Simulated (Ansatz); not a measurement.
Process, species as SMILES: [Ga][F] (F-Ga) (closed-shell singlet) → F atom + Ga atom
B3LYP-D3(BJ)/def2-TZVP geometries, fixed; electronic energies without zero-point terms.
Largest species:
```
Ga
F 1 1.8005
```

Basis-set convergence of the atomisation energy at CCSD(T) with Ansatz (a quantum-chemistry and plane-wave program). Cartesian d functions, on some or all atoms, in 3-21G; all else is spherical. Cores are frozen (with 3d on Ga to Br). Open shells are unrestricted. No added dispersion term, no relativity. Functions are those of the species that has most. Reference: Hartree-Fock in aug-cc-pVQZ plus the correlation part extrapolated as X^-3 from aug-cc-pVTZ and aug-cc-pVQZ, 143.36 kcal/mol, itself unsure by roughly 0.57 kcal/mol (a third of the extrapolation step and of the last Hartree-Fock step). Deviations are taken from unrounded values.

```tsv
basis	functions	atomisation energy (kcal/mol)	minus reference (kcal/mol)
3-21G	32	128.12	-15.24
pcseg-1	41	131.21	-12.15
aug-cc-pVDZ	59	136.33	-7.03
aug-pcseg-1	59	138.07	-5.29
cc-pVTZ	73	137.03	-6.34
pcseg-2	73	138.08	-5.28
def2-TZVPP	79	137.93	-5.43
aug-pcseg-2	105	139.85	-3.51
pcseg-3	128	141.66	-1.71
def2-QZVP	132	141.05	-2.31
def2-QZVPPD	161	141.36	-2.01
aug-pcseg-3	178	141.87	-1.49
cc-pV5Z	195	142.19	-1.17
```
